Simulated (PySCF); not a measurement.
A species of formula C6H6P2 has this rotational fingerprint, computed with PBE0-D3(BJ)/def2-SVP geometry optimisation, gas phase in PySCF:

| Property | Result |
| --- | --- |
| Rotational constants | A = 2330, B = 1235, C = 808.2 MHz |
| Dipole components | \|μa\| = 0.24 D, \|μb\| = 0.05 D, \|μc\| = 0.03 D |
| Inertial defect | -0.78 u·Å² |
| κ | -0.44 |

Question: Which candidate fits, each taken in the one conformer that was computed?
A. `[H]/[P:1]=[P:2]\[c:3]1[cH:4][cH:5][cH:6][cH:7][cH:8]1` with P1–P2–C3–C4 34°
B. `[CH2:1]=[CH:2][c:3]1[cH:4][p:5][cH:6][cH:7][p:8]1` with C1–C2–C3–C4 10°

Answer: B. It is C=Cc1cpccp1, an asymmetric top. The candidates at the same level (rigid rotor, commonest isotopes):

```json
{"SMILES": "C=Cc1cpccp1", "A (MHz)": "2330", "B (MHz)": "1235", "C (MHz)": "808.2", "μa (D)": "0.24", "μb (D)": "0.05", "μc (D)": "0.03", "Δ (u·Å²)": "-0.78", "point group": "–", "rotor": "asymmetric top"}
{"SMILES": "[H]/P=P\\c1ccccc1", "A (MHz)": "3782", "B (MHz)": "839.0", "C (MHz)": "706.9", "μa (D)": "2.66", "μb (D)": "0.85", "μc (D)": "0.29", "Δ (u·Å²)": "-21.07", "point group": "C1", "rotor": "near-prolate asymmetric top"}
```

`[H]/P=P\c1ccccc1` has A 62 % too high. No structure here is proved a minimum.
